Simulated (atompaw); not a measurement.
## Scattering properties, PAW (atompaw) potential for rhenium (Re)

rhenium (Re), PAW, made with atompaw 4.2.0.5 (PBE, scalar-relativistic). Core [Kr] 4d10 4f14, reference 5s2 5p6 5d5 6s1 6p1. Waves: 5s (bound): rc 1.45 bohr; 6s (bound): rc 2.50 bohr; 5p (bound): rc 1.60 bohr; 6p (bound): rc 2.50 bohr; 5d (bound): rc 2.50 bohr; 5d channel at -0.15 Ry: rc 2.50 bohr. Local part: bessel scheme, radius 1.90 bohr. Core correction: smooth core density matched at 1.55 bohr. Augmentation charge: sinc compensation charge, radius 2.00 bohr; PAW radius 2.50 bohr; waves and projectors: custom polynom vanderbiltortho.

The phase is arctan(r·u′/u) with u = r·R(r), unwrapped; energies in Ry, scanned from -8 to 5 Ry. A pole is an energy at which the radial function vanishes at the test radius. The pseudo phase is shifted by a multiple of π to meet the all-electron one at the reference energy, and phase errors are pseudo minus all-electron; the curves can meet again beyond the range given. Levels narrower than the energy grid can be missing from the lists of poles.

Q: For each channel, where are the poles, and over which energies does the pseudopotential scatter like the atom?

A:

```csv
channel,radius (bohr),reference energy (Ry),"poles, all-electron","poles, pseudo",unbroken range about the reference energy with phases within 0.05 rad,phase error 1 Ry above the reference energy (rad)
s,2.51,-0.52,"-6.36, 2.35","-6.36, 2.22",below 4.1,-0.004
p,2.51,-0.16,"-3.48, 4.20","-3.48, 4.02",the whole range,-0.007
d,2.51,-0.51,0.13,0.13,below 2.8,-0.000
```

Phases in the p channel:

| E (Ry) | all-electron | pseudo |
| --- | --- | --- |
| -8.00 | 1.419 | 1.419 |
| -7.76 | 1.416 | 1.416 |
| -7.52 | 1.413 | 1.413 |
| -7.28 | 1.410 | 1.410 |
| -7.04 | 1.406 | 1.406 |
| -6.80 | 1.403 | 1.402 |
| -6.56 | 1.399 | 1.398 |
| -6.32 | 1.394 | 1.394 |
| -6.08 | 1.389 | 1.389 |
| -5.84 | 1.384 | 1.383 |
| -5.60 | 1.378 | 1.377 |
| -5.36 | 1.371 | 1.370 |
| -5.12 | 1.362 | 1.362 |
| -4.88 | 1.352 | 1.351 |
| -4.64 | 1.338 | 1.338 |
| -4.40 | 1.319 | 1.318 |
| -4.16 | 1.285 | 1.284 |
| -3.92 | 1.198 | 1.197 |
| -3.68 | 0.058 | 0.057 |
| -3.44 | -1.610 | -1.610 |
| -3.20 | -1.711 | -1.712 |
| -2.96 | -1.751 | -1.752 |
| -2.72 | -1.777 | -1.777 |
| -2.48 | -1.798 | -1.799 |
| -2.24 | -1.818 | -1.819 |
| -2.00 | -1.839 | -1.839 |
| -1.76 | -1.861 | -1.862 |
| -1.52 | -1.887 | -1.887 |
| -1.28 | -1.916 | -1.917 |
| -1.04 | -1.952 | -1.953 |
| -0.80 | -1.998 | -1.998 |
| -0.56 | -2.057 | -2.057 |
| -0.32 | -2.137 | -2.137 |
| -0.08 | -2.251 | -2.251 |
| 0.16 | -2.422 | -2.422 |
| 0.40 | -2.687 | -2.689 |
| 0.64 | -3.075 | -3.079 |
| 0.88 | -3.518 | -3.526 |
| 1.12 | -3.880 | -3.888 |
| 1.36 | -4.120 | -4.129 |
| 1.60 | -4.276 | -4.285 |
| 1.84 | -4.381 | -4.389 |
| 2.08 | -4.456 | -4.464 |
| 2.32 | -4.512 | -4.520 |
| 2.56 | -4.555 | -4.563 |
| 2.80 | -4.590 | -4.598 |
| 3.04 | -4.618 | -4.627 |
| 3.28 | -4.643 | -4.652 |
| 3.52 | -4.664 | -4.674 |
| 3.76 | -4.682 | -4.693 |
| 4.00 | -4.699 | -4.711 |
| 4.24 | -4.715 | -4.728 |
| 4.48 | -4.729 | -4.744 |
| 4.72 | -4.743 | -4.760 |
| 4.96 | -4.757 | -4.776 |
